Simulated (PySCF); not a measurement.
A structure optimised at PBE0-D3(BJ)/def2-SVP, used in a PySCF frequency run:

```xyz
7

C     -0.8173     2.7734     0.0000
C     -0.1385     1.6562     0.0000
C      0.5179     0.5271     0.0000
F      1.8385     0.4339     0.0000
Br    -0.3341    -1.1477     0.0000
H     -1.1130     3.2621    -0.9361
H     -1.1130     3.2621     0.9361
```

Write its SMILES, formula and point group.

C=C=C(F)Br, C3H2BrF, Cs

What are its rotational constants (standard atomic weights)?

5.7401, 1.9486, 1.4697 GHz
